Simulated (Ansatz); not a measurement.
Input file for Ansatz (a program for electronic structure): R-wB97M-V/def2-TZVPP on C2H6BN (SMILES C=CBN), a point of a torsion scan.

Ansatz 0.2 input:
```yaml
crystal:
  periodic: [false, false, false]
  atoms:
    - {symbol: C, position_ang: [1.34678936, 0.49755997, 0.32812713]}
    - {symbol: C, position_ang: [0.78346243, -0.61855726, -0.12298020]}
    - {symbol: B, position_ang: [-0.73723254, -0.76318819, -0.44342210]}
    - {symbol: N, position_ang: [-1.66051841, 0.18653082, 0.02046455]}
    - {symbol: H, position_ang: [0.75245012, 1.36267453, 0.57626200]}
    - {symbol: H, position_ang: [2.41455513, 0.61189651, 0.44542830]}
    - {symbol: H, position_ang: [1.44458808, -1.44541707, -0.36449268]}
    - {symbol: H, position_ang: [-1.05402868, -1.44764940, -1.34955358]}
    - {symbol: H, position_ang: [-1.78199217, 0.39255636, 0.99829020]}
    - {symbol: H, position_ang: [-2.57732035, 0.17459841, -0.40692131]}
basis:
  gaussian:
    orbitals: def2-TZVPP
hamiltonian:
  xc: {name: wB97M-V}
scf: {lower_state_search: off}
```

It printed:

```
WARN ansatz: RAYON_NUM_THREADS=1 ignored (pool sized by the plan → 1); use --threads N
Functional definition: wB97M-V
these checks for a lower state are left out or cut short: stability, starts, cluster_reference, orbital_swaps, neighbouring_geometries, increment
integrals: 0.13 GiB planned
1038 factors; their error is unknown
integrals: 0.16 GiB planned
280 factors; integrals over basis functions are off by at most 9.8e-6 eV
mean field: 1.19 GiB planned
mean field evaluation 1: about -4331.6698 eV, gradient 5.5e1 eV
mean field evaluation 2: about -4333.4795 eV, gradient 4.7e1 eV
mean field evaluation 4: about -4337.8962 eV, gradient 1.9e0 eV
mean field evaluation 8: about -4337.9086 eV, gradient 1.1e-1 eV
mean field evaluation 16: about -4337.9000 eV, gradient 2.3e-4 eV
mean field -4337.89997110 eV, -159.4148836039 hartree, gradient 5.2e-6 eV, S^2 0.000000; 0 other end points of the search recorded, 0 dependent functions left out
reference -4337.90001953 eV, -159.4148853834 hartree; 15, 15 occupied and 193, 193 virtual orbitals, 1038 factors
Total energy: -4337.90001953 eV, -159.4148853834 hartree
Checks for a lower state left out: stability, starts, cluster_reference, orbital_swaps, neighbouring_geometries, increment
```

The run converged.

Cost: very roughly 10 core-seconds.
